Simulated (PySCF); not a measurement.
Species: `S=P(CC(F)(F)F)(C)C`. The columns A, B, C and D hold Mulliken, IAO, Hirshfeld and ESP-fitted charges (e) of one PBE0/pcSseg-1 density (PySCF), in a shuffled order. Coordinates in Å (GFN2-xTB); the density's dipole moment is (0.18, 0.02, 2.66) D.

| atom | x | y | z | A | B | C | D |
| --- | --- | --- | --- | --- | --- | --- | --- |
| C1 | -1.432 | 1.219 | 0.392 | -0.697 | -0.410 | -0.656 | -0.161 |
| P2 | -0.726 | -0.132 | -0.628 | +0.454 | +0.271 | +1.107 | +0.359 |
| C3 | -0.900 | -1.652 | 0.383 | -0.723 | -0.410 | -0.656 | -0.161 |
| S4 | -1.430 | -0.255 | -2.427 | -0.397 | -0.352 | -0.626 | -0.336 |
| C5 | 1.109 | 0.209 | -0.704 | -0.562 | -0.458 | -0.538 | -0.138 |
| C6 | 1.854 | 0.342 | 0.598 | +0.906 | +0.798 | +0.807 | +0.261 |
| F7 | 3.158 | 0.587 | 0.394 | -0.272 | -0.264 | -0.281 | -0.095 |
| F8 | 1.399 | 1.345 | 1.363 | -0.258 | -0.271 | -0.287 | -0.081 |
| F9 | 1.793 | -0.765 | 1.352 | -0.257 | -0.271 | -0.287 | -0.082 |
| H10 | -1.064 | 1.207 | 1.414 | +0.240 | +0.155 | +0.168 | +0.044 |
| H11 | -2.514 | 1.089 | 0.384 | +0.231 | +0.168 | +0.175 | +0.057 |
| H12 | -1.196 | 2.172 | -0.081 | +0.223 | +0.165 | +0.175 | +0.056 |
| H13 | -1.957 | -1.918 | 0.375 | +0.237 | +0.169 | +0.175 | +0.057 |
| H14 | -0.338 | -2.454 | -0.095 | +0.233 | +0.165 | +0.175 | +0.056 |
| H15 | -0.559 | -1.514 | 1.405 | +0.245 | +0.155 | +0.168 | +0.044 |
| H16 | 1.236 | 1.135 | -1.274 | +0.198 | +0.193 | +0.191 | +0.060 |
| H17 | 1.559 | -0.604 | -1.281 | +0.198 | +0.193 | +0.191 | +0.060 |

Problem. Which column most likely holds the ESP-fitted charges?

Solution. A. Σ q r misses the density's dipole by 0.11 D (A), 0.61 D (D), 1.01 D (C), 1.39 D (B). Charges fitted to the outside potential are the only set here that is tied to the molecule's multipoles.

Problem. And the Hirshfeld charges?

Solution. D. The mean sizes are 0.124 e (D), 0.286 e (B), 0.372 e (A), 0.392 e (C), and Hirshfeld charges are commonly the smallest of these schemes.

As computed, A = ESP-fitted, B = Mulliken, C = IAO, D = Hirshfeld. Hydrogens on carbon: ESP-fitted +0.20 to +0.24, Mulliken +0.16 to +0.19, IAO +0.17 to +0.19, Hirshfeld +0.04 to +0.06 e.

The ESP scheme fits charges at the nuclei, held to the total charge, to the electrostatic potential on points at 1.4 to 2.0 times the van der Waals radii. The IAO scheme counts the electrons in orthogonalised intrinsic atomic orbitals, a minimal basis polarised so that it spans the occupied orbitals exactly.

Isolated species at its GFN2-xTB geometry (one conformer only). GFN2-xTB frequencies show an imaginary mode (27i cm⁻¹), so this geometry is no minimum at that level.

The run behind these numbers computed NMR shieldings as well. Rough CPU time on one thread of a shared machine: about 1.7 min.

Conformer computed: `[CH3:1][P:2]([CH3:3])(=[S:4])[CH2:5][C:6]([F:7])([F:8])[F:9]`: C1–P2–C5–C6 56°, P2–C5–C6–F7 180°.
